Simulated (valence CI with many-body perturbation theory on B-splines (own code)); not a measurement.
# Which ion has this spectrum?

A relativistic CI+MBPT calculation for an atom or ion with 22 electrons gives these levels (cm⁻¹):

| J | Parity | E | g |
| --- | --- | --- | --- |
| 0 | even | 0 |  |
| 1 | even | 481175 | 1.49 |
| 4 | even | 575773 | 1.06 |
| 2 | even | 599424 | 1.20 |
| 3 | even | 626652 | 1.12 |
| 0 | even | 1031142 |  |
| 2 | even | 1036582 | 1.27 |
| 4 | even | 1053605 | 1.14 |
| 3 | even | 1069758 | 1.17 |
| 5 | even | 1099059 | 1.08 |
| 6 | even | 1121547 | 1.07 |
| 1 | even | 1139517 | 1.07 |
| 3 | even | 1164967 | 1.06 |
| 4 | even | 1167508 | 1.03 |

The energies are calculated, and their last digits are not significant.

Question: Which is it?
A. Os54+
B. Hf50+
C. Ta51+
D. W52+

Answer: C. Ta51+, ground level (3d3/2^4) J=0.
